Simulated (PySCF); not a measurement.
Two species compared at the same levels of theory.

First species: C₆H₅BrO₃.
SMILES with atom numbers: `[CH3:1][O:2][c:3]1[cH:4][o:5][c:6]([C:7](=[O:8])[Br:9])[cH:10]1` (hydrogens: H11, H12, H13 on C1; H14 on C4; H15 on C10)

Cartesian coordinates in Å at the PBE0-D3(BJ)/def2-SVP level; atoms count from 1:
```
atom  x, y, z in Å
C1    -2.582    0.657    0.226
O2    -1.973   -0.478   -0.334
C3    -0.638   -0.524   -0.296
C4     0.117   -1.575   -0.777
O5     1.421   -1.327   -0.599
C6     1.535   -0.128   -0.003
C7     2.832    0.432    0.333
O8     3.003    1.480    0.868
Br9    4.339   -0.701   -0.172
C10    0.291    0.423    0.213
H11   -3.665    0.517    0.128
H12   -2.329    0.767    1.295
H13   -2.289    1.579   -0.308
H14   -0.156   -2.514   -1.249
H15    0.107    1.389    0.677
```

Second species: C3H7GeNOSi.
Structure used (PBE0-D3(BJ)/def2-SVP), in Å, numbered top down from 1:
```
atom  x, y, z in Å
O1    -4.5190    0.5486    0.4444
C2    -3.8373   -0.4408    0.2898
N3    -2.4907   -0.3756    0.1224
Si4   -1.7372    1.2301    0.1413
C5     0.0542    0.8839   -0.0628
C6     1.2487    0.6487   -0.1891
Ge7    3.1096    0.2903   -0.3799
H8    -4.2636   -1.4717    0.2758
H9    -1.9685   -1.2363   -0.0004
H10   -1.9691    1.9112    1.4407
H11   -2.2205    2.0593   -0.9929
H12    3.6275   -0.3129    0.9331
H13    3.2978   -0.7045   -1.5339
H14    3.8324    1.6088   -0.6856
```

Levels: CAM-B3LYP/def2-SVPD for dipole moment, HOMO energy, LUMO energy, HOMO–LUMO gap, static isotropic polarisability and electronic spatial extent ⟨r²⟩ about the centre of nuclear charge; TDDFT CAM-B3LYP/def2-SVPD for lowest singlet excitation; TDA CAM-B3LYP/def2-SVPD for lowest triplet excitation (Tamm–Dancoff); ΔSCF CAM-B3LYP/def2-SVPD for vertical ionisation energy; PBE0-D3(BJ)/def2-SVP for rotational constant A and rotational constant C. Geometries: PBE0-D3(BJ)/def2-SVP. Each species is one conformer at its optimised geometry, gas phase, non-relativistic unless stated; the electronic structure was computed with PySCF and density fitting.

Dipoles, sizes and rotational constants follow the conformer. The torsions of the flexible species, by atom-mapped SMILES:
- `[CH3:1][O:2][c:3]1[cH:4][o:5][c:6]([C:7](=[O:8])[Br:9])[cH:10]1`: C1–O2–C3–C4 179°, O5–C6–C7–O8 -179°
- `[O:1]=[CH:2][NH:3][SiH2:4][C:5]#[C:6][GeH3:7]`: O1–C2–N3–Si4 0°, C2–N3–Si4–C5 178°

```csv
property,column X,column Y
dipole moment,4.37 D,4.10 D
HOMO energy,-8.23 eV,-9.33 eV
LUMO energy,-1.22 eV,0.33 eV
HOMO–LUMO gap,7.01 eV,9.66 eV
lowest singlet excitation,4.46 eV,5.57 eV
lowest triplet excitation (Tamm–Dancoff),2.87 eV,4.65 eV
static isotropic polarisability,108.5 au,105.1 au
vertical ionisation energy,8.83 eV,10.11 eV
electronic spatial extent ⟨r²⟩ about the centre of nuclear charge,2668 bohr²,2909 bohr²
rotational constant A,2.996 GHz,8.182 GHz
rotational constant C,0.367 GHz,0.329 GHz
```

(1) Which column belongs to which species?

(2) How does each property change from the first species to the second?

Answers

(1) Column X is the first species and column Y the second. The first has 15 atoms and 100 electrons, the second 14 and 86.

(2) dipole moment -0.27 D; HOMO energy -1.10 eV; LUMO energy +1.55 eV; HOMO–LUMO gap +2.65 eV; lowest singlet excitation +1.11 eV; lowest triplet excitation (Tamm–Dancoff) +1.78 eV; static isotropic polarisability -3.4 au; vertical ionisation energy +1.28 eV; electronic spatial extent ⟨r²⟩ about the centre of nuclear charge +241 bohr²; rotational constant A +5.186 GHz; rotational constant C -0.038 GHz.

On the first: The principal polarisabilities are 65.7, 106.9 and 152.8 au; their mean is the isotropic value. S1 lies 2.55 eV below the HOMO–LUMO gap; its leading configuration is HOMO→LUMO, weight 0.96. The calculation is non-relativistic and has no spin–orbit coupling, an omission that weighs most on bromine.

On the second: In wavenumbers S1 is 44900 cm⁻¹ (1 eV = 8065.54 cm⁻¹). The vertical singlet–triplet gap S1 − T1 is 0.92 eV (TDDFT singlet less Tamm–Dancoff triplet). The calculation is non-relativistic and has no spin–orbit coupling, an omission that weighs most on germanium.
